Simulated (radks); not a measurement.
Q: Coulomb parameter of the 5d shell of the osmium ion Os3+ in the model configuration [Xe] 4f14 5d3.5 6p1.5, as a second difference U = [E(n + 0.25) + E(n - 0.25) - 2 E(n)] / (0.25)^2 with all orbitals relaxed. "Bare": the charge of the atom changes with n. "Screened": the 6p shell takes up the change at fixed total charge, which measures U(5d,5d) + U(6p,6p) - 2 U(5d,6p). Method: Dirac Kohn-Sham, PBE, spin-unpolarised, spherical densities, finite nucleus; open shells are shared between the two j in proportion to 2j + 1; Fermi nuclear charge, rms radius 5.4126 fm; computed with a radial shooting solver on a logarithmic mesh with Libxc functionals. Estimate both.

A: U(bare) = 12.924 eV, U(screened by 6p) = 2.049 eV.
